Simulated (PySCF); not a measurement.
3-fluorothiophene (C₄H₃FS), SMILES Fc1ccsc1. Atoms are numbered in the order given.

```xyz
9

F     -0.2374     2.3412     0.0000
C     -0.0538     1.0134     0.0000
C      1.2474     0.4238     0.0000
C      1.1711    -0.9543     0.0000
S     -0.4690    -1.5132     0.0000
C     -1.0920     0.1020     0.0000
H      2.1789     1.0043     0.0000
H      1.9937    -1.6792     0.0000
H     -2.1680     0.3064     0.0000
```
Charge 0, spin multiplicity 1.

The structure is a stationary point at PBE-D3(BJ)/def2-SVP.

These are PySCF with PBE-D3(BJ)/def2-SVP values and carry that method's errors.

Frequencies are harmonic and unscaled.

Problem. List the normal modes with their intensities. (The exact figures need the calculation; the answer reports its results.)

Solution. 
| mode | ν (cm⁻¹) | IR (km/mol) | moving atoms (share of kinetic energy) |
|---|---|---|---|
| 1 | 270 | 0.2 | C 57 %, F 28 %, S 11 % |
| 2 | 392 | 0.8 | F 43 %, C 40 %, H 8 %, S 8 % |
| 3 | 455 | 0.4 | C 72 %, H 15 %, S 12 % |
| 4 | 534 | 4.7 | S 42 %, F 37 %, C 19 % |
| 5 | 604 | 11.7 | C 58 %, H 42 % |
| 6 | 625 | 4.5 | H 72 %, C 27 % |
| 7 | 651 | 5.8 | C 54 %, S 24 %, F 14 %, H 8 % |
| 8 | 742 | 85.4 | H 67 %, C 32 % |
| 9 | 822 | 3.9 | C 69 %, S 15 %, H 14 % |
| 10 | 840 | 0.8 | H 76 %, C 24 % |
| 11 | 858 | 11.4 | C 59 %, H 25 %, S 16 % |
| 12 | 948 | 23.1 | C 63 %, H 29 % |
| 13 | 1034 | 7.5 | H 92 % |
| 14 | 1129 | 12.7 | H 59 %, C 33 % |
| 15 | 1206 | 18.1 | H 54 %, C 39 % |
| 16 | 1417 | 73.8 | C 84 %, H 12 % |
| 17 | 1445 | 0.6 | C 95 % |
| 18 | 1568 | 105.0 | C 91 % |
| 19 | 3166 | 0.0 | H 92 %, C 8 % |
| 20 | 3194 | 2.1 | H 91 %, C 9 % |
| 21 | 3207 | 6.3 | H 91 %, C 9 % |
